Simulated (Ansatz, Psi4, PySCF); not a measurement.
System: CH2NS, charge 0, multiplicity 2. SMILES: [C](N)=S
Geometry: optimised at B3LYP-D3(BJ)/def2-TZVP (Ansatz, a program for electronic structure).

Property: atomisation energy, in kcal/mol. Terms: 6-311+G** with 5d, 6d on Na to Ar in Ansatz; dispersion terms only where a functional's name holds one; frozen cores in correlated levels; UHF or UKS for open shells; atomisation electronic, to ground-state atoms; 6-31G* and kin with 6d, 5d where marked; no spin-orbit coupling; non-relativistic. CBS(X,Y): correlation extrapolated as X^-3; Hartree-Fock from the larger set. The bracket is a focal-point correction in the basis named. Ab initio and DFT rows: single points at B3LYP-D3(BJ) geometries (Ansatz).

Coupled cluster (Ansatz) is a level with limits of its own, used here on species with T1 under 0.025 (0.045 for open shells) and stable references: RI-MP2/CBS(aug-cc-pV(T+d)Z,aug-cc-pV(Q+d)Z)+[CCSD(T)-MP2]/aug-cc-pV(T+d)Z.

Value to compare with, RI-MP2/CBS(aug-cc-pV(T+d)Z,aug-cc-pV(Q+d)Z)+[CCSD(T)-MP2]/aug-cc-pV(T+d)Z (Ansatz): 415.0 kcal/mol.

| level | program | atomisation energy (kcal/mol) | difference |
|---|---|---|---|
| HF/6-311+G** | Ansatz | 256.0 | -159.0 |
| B3LYP/6-31G | Ansatz | 383.1 | -31.9 |
| B3LYP/6-31G* | Ansatz | 411.3 | -3.7 |
| B3LYP/6-31G** | Ansatz | 415.6 | 0.6 |
| PBE0/6-311+G** | Ansatz | 417.8 | 2.8 |
| wB97X-D/6-31G* | Psi4 | 411.1 | -3.9 |
| MP2/3-21G | Ansatz | 319.4 | -95.6 |
| r2SCAN-D4/def2-TZVPD | Ansatz + dftd4 | 423.1 | 8.1 |
| PBE0/def2-TZVPD | Ansatz | 423.5 | 8.5 |
| M06-2X/def2-TZVPD | PySCF | 417.3 | 2.3 |

Among the 7 habitual levels, HF/6-311+G** lies farthest from RI-MP2/CBS(aug-cc-pV(T+d)Z,aug-cc-pV(Q+d)Z)+[CCSD(T)-MP2]/aug-cc-pV(T+d)Z (Ansatz) (-159.0 kcal/mol) and B3LYP/6-31G** nearest (0.6); 2 of 7 lie above it, and their mean absolute difference is 42.5 kcal/mol, the median 3.9. One case shows no general order.

The levels are drawn from those run, B3LYP/6-31G* more often than the rest, none by its result; runs whose electronic state is in doubt are left out.
